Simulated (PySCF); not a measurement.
SMILES Cl[Si](Cl)[Si](Cl)(Cl)Cl, doublet at its B3LYP/def2-SVP optimised geometry (Å):

```
7

Cl     1.8343     0.9333    -1.7489
Si     1.1836     0.0077     0.0000
Cl     1.8350    -1.9707     0.0252
Si    -1.1913     0.0077     0.0000
Cl    -1.9997    -0.9689    -1.6318
Cl    -1.8359    -0.9186     1.7304
Cl    -1.8350     1.9707     0.0000
```

Level of theory: unrestricted B3LYP/def2-TZVP (PySCF). Cells within 0.4 Å of a nucleus heavier than hydrogen are left out (blank, or x).

Map of the electrostatic potential (hartree/e), clipped to [-0.08, 0.12] on the plane z = 1.5 Å:

```
|0000000000000000000000000000000|
|0000000000000000000000000000000|
|0000000000000000000000000000000|
|0000000000000000000000000000000|
|0000000000000000001111100000000|
|0000000111000000111111111000000|
|0000000111100011111111111110000|
|0000001121111111111111111111000|
|0000001122211122222221111111100|
|0000001222222222222222211111100|
|0000001223334333333332221111110|
|0000011234555544444443322111110|
|0000012356777655555554332211111|
|0000123578999866667765433221111|
|0000136999999876678887543221111|
|0001379999999976789998653221111|
|0002599999999976789998643221110|
|0002999999999966678887543211100|
|0003999xxx999855566765432111000|
|00039999xx999744445544322110000|
|0002899999999532333333221100000|
|0001599999997322222222221000000|
|0000269999973111111122221000000|
|0000024676421000000111211000000|
|0000001121100000000011111000000|
|0000000000000000000000100000000|
|0000000000000000000000000000000|
|0000000000000000000000000000000|
|0000000000000000000000000000000|
|0000000000000000000000000000000|
|0000000000000000000000000000000|
```
Scale: ten equal steps from -0.004 (start of '0') to 0.120 (end of '9'), in the order '0123456789'; x runs from -4.00 to 4.00, y from -4.00 (bottom) to 4.00 (top).
